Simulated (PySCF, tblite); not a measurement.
A set of runs on `CSc1[c]cc(Cl)cc1` [radical]; the geometry of each is named by its level. Settings lines and outputs come from a driver script.

Compound: C₇H₆ClS (doublet state).
Bonds: C1–S2, S2–C3, C3–C4 (aromatic), C4–C5 (aromatic), C5–C6 (aromatic), C6–Cl7, C6–C8 (aromatic), C8–C9 (aromatic), C3–C9 (aromatic). Hydrogens: H10, H11, H12 on C1; H13 on C5; H14 on C8; H15 on C9.

Step 1: GFN2-xTB geometry optimisation, gas phase (tblite 0.8.0) (from a force-field or distance-geometry start)
```json
{"job": {"kind": "relax", "xc": "GFN2-xTB", "basis": "xTB"}, "charge": 0, "multiplicity": 2}
```
```
step      E/eV     max force
  0    -700.13019    2.279
  1    -700.22461    0.579
  2    -700.23874    0.332
...
 28    -700.26579    0.029
 29    -700.26583    0.015
 30    -700.26586    0.011
 31    -700.26587    0.010
 32    -700.26588    0.007
```

Energy lowered by 3.1 kcal/mol over 32 steps; largest atomic force 0.007 eV/Å at the end. «max force» is the largest atomic force in eV/Å.

Step 2: GFN2-xTB harmonic vibrations, gas phase (tblite 0.8.0) (on the GFN2-xTB geometry)
```json
{"job": {"kind": "ir", "xc": "GFN2-xTB", "basis": "xTB"}, "charge": 0, "multiplicity": 2}
```
```
(table of modes left out)
```

39 modes from 39 to 3100 cm⁻¹ (unscaled, harmonic); zero-point energy 64.5 kcal/mol; all wavenumbers are real at this level.

Step 3: UKS B3LYP, pcH-1 on C Cl H S, non-relativistic, mean-field spin-orbit, GIAO (PySCF 2.14.0) (on the GFN2-xTB geometry)
```json
{"job": {"kind": "epr", "basis": "pcH-1"}, "charge": 0, "multiplicity": 2}
```
```
...
E = -1128.68501245 Eh   <S^2> = 0.7574 (exact 0.7500)
g shifts (ppm)      1          2          3
  rmc          -170       -170       -170
  gc             29         11          3
  oz_so        -795       1168       1488
  total        -936       1009       1321
hyperfine (MHz)  atom isotope    a_iso     a_fc   dipolar eigenvalues
    0   13C      11.02      11.04     -1.44     -0.80      2.24
    1   33S       3.48       3.37     -4.54     -2.30      6.84
    2   13C      -0.32      -0.27    -13.89     -4.14     18.03
    3   13C     402.44     402.62    -78.78    -61.38    140.16
    4   13C      14.77      14.80    -13.29     -1.55     14.84
    5   13C      69.10      69.08     -5.65     -1.16      6.81
    6  35Cl       1.94       1.84     -3.52     -1.65      5.17
    7   13C      -6.31      -6.32     -6.12      2.27      3.85
    8   13C      41.14      41.16     -5.54     -1.68      7.21
    9    1H       2.52       2.51     -5.50     -3.35      8.86
   10    1H       3.78       3.78     -1.83     -1.26      3.08
   11    1H       2.50       2.50     -5.48     -3.34      8.82
   12    1H      64.19      64.19     -6.72     -5.57     12.29
   13    1H       3.21       3.21     -1.54      0.28      1.26
   14    1H      24.04      24.05     -2.79     -2.05      4.84
```

⟨S²⟩ 0.757; g_iso 2.0028. rmc, gc and oz_so are the mass-correction, gauge-correction and orbital-Zeeman/spin–orbit parts of the g shift along its three principal axes; a_iso is the isotropic hyperfine coupling and a_fc its Fermi-contact part. The log counts atoms from 0, this text from 1.

Question: Which step took the most CPU time, and about what did each take on an Arm Neoverse V1 with one thread, no GPU, shared host?

Answer: Step 3, about 99 % of the total. CPU time by step: 1: 0.27 s, 2: 0.61 s, 3: 2.0 min.

Geometry of the electronic-property runs (GFN2-xTB):
```
atom  x, y, z in Å
C1     2.7048    1.0657    0.5161
S2     2.1737   -0.6684    0.5738
C3     0.4738   -0.4560    0.1753
C4    -0.0895    0.7661   -0.0713
C5    -1.3919    0.9880   -0.3814
C6    -2.2231   -0.1336   -0.4517
Cl7   -3.8952    0.0706   -0.8388
C8    -1.7099   -1.3998   -0.2117
C9    -0.3754   -1.5659    0.0981
H10    2.5282    1.4593   -0.4806
H11    3.7649    1.0790    0.7471
H12    2.1476    1.6336    1.2554
H13   -1.7847    1.9749   -0.5677
H14   -2.3608   -2.2583   -0.2680
H15    0.0332   -2.5472    0.2865
```

 (This holds for the electronic-property runs.)

One conformer stands for the species.
